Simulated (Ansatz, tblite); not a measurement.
Forces on Mg₆S₅F₂ at its PBE-D4/def2-SVP geometry. The state is a singlet with charge 0.

The xTB rows come from tblite.

GFN1-xTB (tblite), largest force 0.92 eV/Å:

```xyz
13
positions Å, forces eV/Å
Mg   -0.942    2.458    0.241    0.027   -0.317    0.060
S     0.969    1.932   -1.371   -0.269   -0.533    0.377
S    -0.247    1.740    2.463   -0.129   -0.476   -0.770
Mg    1.461    0.829    0.976   -0.060   -0.048   -0.022
Mg    1.977   -0.390   -1.711   -0.220   -0.077    0.225
S     2.747   -1.181    0.462   -0.839    0.217   -0.297
S    -2.824    1.029   -0.354    0.841   -0.209    0.286
Mg   -1.607   -0.173    1.513    0.066    0.548   -0.196
Mg   -0.965    0.160   -1.678    0.024   -0.026    0.072
S     0.170   -1.893   -2.355    0.130    0.487    0.763
Mg    0.435   -2.166    0.148    0.349    0.273   -0.385
F    -1.045   -2.086    1.482   -0.045   -0.088    0.063
F    -0.130   -0.259    0.184    0.125    0.250   -0.177
```

GFN2-xTB (tblite), largest force 0.30 eV/Å:

```
Mg 0.002 -0.186 0.049
S -0.039 -0.076 0.053
S -0.161 -0.147 -0.201
Mg -0.134 -0.076 -0.091
Mg -0.124 -0.065 0.134
S -0.260 -0.051 -0.137
S 0.211 -0.046 0.200
Mg -0.044 0.263 -0.023
Mg 0.088 -0.017 0.155
S 0.110 0.055 0.269
Mg 0.194 0.031 -0.182
F 0.080 0.161 -0.114
F 0.077 0.156 -0.110
```

PBE0-D4/def2-TZVP (Ansatz), largest force 0.58 eV/Å:

```
Mg 0.033 -0.433 0.087
S -0.142 -0.276 0.192
S -0.021 -0.199 -0.540
Mg -0.176 -0.116 -0.096
Mg -0.299 -0.113 0.310
S -0.468 0.237 -0.244
S 0.566 -0.038 0.095
Mg 0.258 0.139 -0.266
Mg 0.096 -0.044 0.205
S 0.117 0.404 0.397
Mg 0.009 0.383 -0.099
F 0.084 0.171 -0.122
F -0.058 -0.113 0.081
```
